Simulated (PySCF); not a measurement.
H3Si2, SMILES [Si][SiH3], doublet (B3LYP/def2-SVP optimised geometry):

```
5

Si    -1.269     1.550     0.000
Si    -0.229    -0.609     0.000
H     -0.683    -1.550    -1.074
H     -0.679    -1.179     1.318
H      1.269    -0.609     0.000
```

Level of theory: unrestricted B3LYP/def2-TZVP run with PySCF.

**Question.** What are the frontier orbital energies (α orbitals alone; a β orbital can be the lowest empty one) and the dipole moment?

**Answer.** HOMO-2 -9.55 eV, HOMO-1 -6.82 eV, HOMO -5.42 eV, LUMO -3.61 eV, LUMO+1 0.16 eV; dipole moment 0.38 D.

On the same geometry PySCF 2.14.0 with unrestricted PBE/def2-TZVP gives HOMO-2 -8.45 eV, HOMO-1 -6.05 eV, HOMO -4.71 eV, LUMO -4.36 eV, LUMO+1 -0.43 eV; dipole moment 0.27 D.

Meta-Löwdin charges at B3LYP/def2-TZVP: Si1 0.05, Si2 0.20, H3 -0.09, H4 -0.07, H5 -0.09.
